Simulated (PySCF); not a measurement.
Cd⁺: interval between two levels

Cd⁺ [Kr] 4d10 5s1 [2S1/2, M_J = 1/2] → Cd⁺ [Kr] 4d9 5s2 [2D5/2, M_J = 5/2], as a difference of total energies. All numbers are calculated (PySCF 2.14, the two-component X2C-1e Hamiltonian, in x2c-TZVPall-2c (8s9p7d1f, 77 functions)). Correlated levels: [Ar] 3d10 frozen; the 6 highest virtual spinors dropped. "Screened" scales the spin-orbit matrix elements by Boettger's factors to mimic the two-electron term; Breit and QED terms are absent.

```tsv
method	interval between two levels (cm⁻¹)
GHF (spin-free)	72885
GMP2 (spin-free)	71308
GHF (screened spin-orbit)	70531
GMP2 (screened spin-orbit)	68860
```

The spin-free rows lack the spin-orbit shift.

Errors of the correlated levels include the incompleteness of this basis and the frozen core.

For comparison: 69259 cm⁻¹ (measured; NIST Handbook of Basic Atomic Spectroscopic Data (Sansonetti and Martin, J. Phys. Chem. Ref. Data 34, 1559 (2005))).
